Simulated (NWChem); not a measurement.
# Si₂H₄, singlet; SMILES [SiH3][SiH]

```xyz
6

Si    -0.0804     1.3226     0.0002
H      1.4538     1.2957    -0.0003
Si    -0.0281    -1.0712     0.0001
H      0.7252    -1.5471     1.2092
H      0.7134    -1.5421    -1.2182
H     -1.3734    -1.7262     0.0051
```
Atoms are numbered in this order, from 1.

Low-valent species are run as closed-shell singlets; no triplet was tried in these runs. All runs use the structure optimised with PBE0/def2-SVP.

Q: List the 6 lowest vertical singlet excitations from CAM-B3LYP/def2-SVPD, TDA (NWChem).

A: 
| state | energy (eV) | oscillator strength | leading excitation (squared amplitude) |
|---|---|---|---|
| S1 | 1.96 | 0.007 | HOMO → LUMO (0.98) |
| S2 | 3.62 | 0.006 | HOMO−1 → LUMO (0.97) |
| S3 | 5.98 | 0.007 | HOMO−3 → LUMO (0.94) |
| S4 | 5.98 | 0.036 | HOMO → LUMO+2 (0.54) |
| S5 | 6.10 | 0.037 | HOMO−2 → LUMO (0.66) |
| S6 | 6.41 | 0.505 | HOMO → LUMO+2 (0.34) |
